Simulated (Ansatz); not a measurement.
`CC(=S)[O][GeH3]` + HI → `[GeH3][I]` + `CC(O)=S` at 600 K and 1 bar (ligand exchange at a Ge–O bond).

Program: Ansatz. Geometries: PBE0-D4/def2-TZVP. ΔE: electronic, gas phase. CBS: MP2 limit from def2 TZ/QZ plus the TZ coupled-cluster correction, frozen cores. Elements past krypton have def2 core potentials. For Ge, I outer-core shells are correlated without core-valence functions, which leaves a few kJ/mol of doubt a bond. Scalar relativity is left out up to krypton. Each species was taken in one conformer, which may not be the lowest.

```
          species  CCSD(T)/CBS energy (Eh)  H − E (kJ/mol)  S (J/(mol·K))
`CC(=S)[O][GeH3]`              -2628.76657           255.0          461.1
               HI               -298.03592            31.6          227.0
      `[GeH3][I]`              -2375.37957            95.8          331.0
        `CC(O)=S`               -551.45551           199.8          358.7
```

H − E and S are ideal-gas, rigid-rotor, harmonic terms from PBE0-D4/def2-TZVP, for one conformer and one mirror image of each species. 1 Eh = 2625.50 kJ/mol, R = 8.31446 J/(mol·K).

**Question.** By hand: ΔE, ΔH, ΔS and ΔG.

**Answer.** ΔE = (-2375.37957) + (-551.45551) − (-2628.76657) − (-298.03592) = -0.03259 Eh = -85.6 kJ/mol. Δ(H − E) = 95.8 + 199.8 − 255.0 − 31.6 = 9.0, so ΔH = -76.6 kJ/mol. ΔS = 331.0 + 358.7 − 461.1 − 227.0 = 1.6 J/(mol·K). ΔG = -76.6 − 600 × (1.6)/1000 = -77.6 kJ/mol.

**Question.** By hand: the equilibrium constant, and the temperature at which ΔG would vanish if ΔH and ΔS stayed fixed.

**Answer.** log₁₀ K = −ΔG/(RT ln 10) = 6.8. ΔH and −TΔS have one sign here, so there is no such temperature. One of them is within its doubt of zero, so this could turn.

The number of gas molecules stays the same, so ΔS is small and ΔH decides. A doubt of 5 kJ/mol in ΔE shifts log₁₀ K by 0.4 here. Other conformers and mirror images would add mixing entropy, several J/(mol·K) or more a flexible species. Modes under 60 cm⁻¹, often nearly free rotors, make the harmonic entropy too high. These are equilibria of isolated gas molecules and say nothing of rates. Largest T1 diagnostic: 0.017 (customary marks: 0.02 for closed shells, 0.045 for open ones).
